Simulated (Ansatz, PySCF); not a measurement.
Reaction R1 + R2 → P1 + P2, each structure at its B3LYP-D3(BJ)/def2-TZVP stationary point, reached from a drawn start (curvature not checked).
P1: CH4O (SMILES CO), charge 0, multiplicity 1.
R1, CH4 (SMILES C) (charge 0, multiplicity 1):
```xyz
5

C      0.00000     0.00000     0.00000
H      0.62892     0.62892     0.62892
H     -0.62892    -0.62892     0.62892
H      0.62892    -0.62892    -0.62892
H     -0.62892     0.62892    -0.62892
```
P2, H2 (SMILES [H][H]) (charge 0, multiplicity 1):
```xyz
2

H      0.000     0.000     0.372
H      0.000     0.000    -0.372
```
R2: H2O (SMILES O), charge 0, multiplicity 1.

P less R. No zero-point or thermal terms.

Correlated levels freeze the cores. CBS: X⁻³ extrapolation of the correlation energy, Hartree–Fock from the larger set.

Codes used: Ansatz (Gaussian basis) for Hartree–Fock, density functionals and correlated methods; PySCF for the D3/D4 terms. Each number belongs to the level named beside it.

```json
[
 {"level": "BLYP/def2-TZVPP", "reaction energy (kJ/mol)": "120.2"},
 {"level": "revPBE-D3(BJ)/def2-TZVPP", "reaction energy (kJ/mol)": "118.4"},
 {"level": "r2SCAN-D4/def2-TZVPP", "reaction energy (kJ/mol)": "123.0"},
 {"level": "BHLYP/def2-TZVPP", "reaction energy (kJ/mol)": "127.1"},
 {"level": "CAM-B3LYP/def2-TZVPP", "reaction energy (kJ/mol)": "123.9"},
 {"level": "wB97X-V/def2-TZVPP", "reaction energy (kJ/mol)": "120.2"},
 {"level": "B2PLYP-D3(BJ)/def2-TZVPP", "reaction energy (kJ/mol)": "124.5"},
 {"level": "CCSD(T)/cc-pVDZ", "reaction energy (kJ/mol)": "…"},
 {"level": "CCSD(T)/CBS(cc-pVTZ, cc-pVQZ)", "reaction energy (kJ/mol)": "…"}
]
```

Problem. Fill in the missing entries.

Solution. 
- CCSD(T)/cc-pVDZ, reaction energy (kJ/mol): 116.8
- CCSD(T)/CBS(cc-pVTZ, cc-pVQZ), reaction energy (kJ/mol): 126.4

Ansatz is a first-principles code.
